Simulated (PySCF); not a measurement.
NICS in rings of unrelated molecules.

NICS = −σ at a ghost point: NICS(0) at the centroid of the ring atoms, NICS(1) 1 Å to either side along the normal of their mean plane, zz for the tensor component along that normal. Level: GIAO PBE0/pcSseg-1 (PySCF, non-relativistic, gas phase) on the GFN2-xTB geometries, one conformer each. Atom numbers follow the mapped SMILES.

Question: Order these rings by mean NICS(1)zz, lowest (most negative) first (ppm).
A. ring C4–C5–C6–C7–C8–C9 in `[O:1]=[C:2]([OH:3])[C@H:4]1[CH:5]=[CH:6][CH:7]=[CH:8][CH2:9]1`
B. ring Si4–Si5–Si6–Si8 in `[CH:1]#[C:2][CH2:3][Si@@H:4]1[SiH2:5][Si@@H:6]([NH2:7])[Si@H:8]1[OH:9]`
C. ring C2–C3–C4–O9 in `[O:1]=[C:2]1[CH2:3][C@H:4]([C:5]([F:6])([F:7])[F:8])[O:9]1`
D. ring C2–C3–C4–C5–C6–C7 in `[OH:1][c:2]1[cH:3][cH:4][cH:5][cH:6][c:7]1[Cl:8]`
E. ring C3–C4–C5 in `[CH3:1][O:2][C@@H:3]1[CH2:4][C@@H:5]1[C:6]#[C:7][CH:8]=[O:9]`
F. ring C6–C7–C8–C9–C10–C11 in `[CH3:1][S:2](=[O:3])(=[O:4])[CH2:5][c:6]1[cH:7][cH:8][cH:9][cH:10][cH:11]1`
G. ring C3–C4–O5–C6–C8 in `[N:1]#[C:2][c:3]1[cH:4][o:5][c:6]([F:7])[cH:8]1`

Answer: F (-28.8), D (-25.7), G (-23.0), E (-19.4), C (-2.3), B (2.5), A (4.4).

```csv
SMILES,ring,NICS(0),NICS(1),NICS(1)zz,HOMA,rms pucker (Å),ring atoms with four or more neighbours
CS(=O)(=O)Cc1ccccc1,6-membered carbocycle; formal bonds all aromatic,-8.4,-11.1,-28.8,1.00,0.00,0
Oc1ccccc1Cl,6-membered carbocycle; formal bonds all aromatic,-9.7,-10.8,-25.7,0.99,0.00,0
N#Cc1coc(F)c1,5-membered ring with O; formal bonds all aromatic,-13.6,-9.5,-23.0,0.48,0.00,0
CO[C@@H]1C[C@@H]1C#CC=O,3-membered carbocycle; formal bonds all single,-39.8,-8.1,-19.4,–,0.00,3
O=C1C[C@H](C(F)(F)F)O1,4-membered ring with O; formal bonds all single,-3.4,-2.2,-2.3,–,0.00,2
C#CC[Si@@H]1[SiH2][Si@@H](N)[Si@H]1O,4-membered ring with 4 Si; formal bonds all single,3.5,-0.1,2.5,–,0.07,4
O=C(O)[C@H]1C=CC=CC1,"6-membered carbocycle; formal bonds 2 double, 4 single",2.2,-0.7,4.4,–,0.13,2
```

NICS(0) gives another order. The isotropic NICS(1) gives another order. HOMA uses Krygowski's 1993 parameters; it is left out where a ring has a four-coordinate atom, a triple bond, no multiple bond or a kind of bond without parameters. NICS(1) and NICS(1)zz are means over the two faces.
